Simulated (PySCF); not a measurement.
A calculated (UHF, PySCF 2.14, dyall-av3z, scalar relativity by spin-free X2C-1e) atom or ion has these occupied shells.

```csv
shell,electrons,orbital energy (eV),"rms radius, mean of both spins (bohr)"
1s α,1,-4092.8,0.0888
1s β,1,-4092.8,0.0888
2s α,1,-469.57,0.393
2s β,1,-469.54,0.393
2p α,3,-379.14,0.362
2p β,3,-379.08,0.362
3s α,1,-69.370,1.24
3s β,1,-69.244,1.24
3p α,3,-44.396,1.37
3p β,3,-44.257,1.37
4p α,1,-8.435,4.82
```

Question: Name the element and its charge.

Answer: Ca⁺ (calcium, charge +1), in [Ar] 4p1, 2P determinant (an excited configuration).
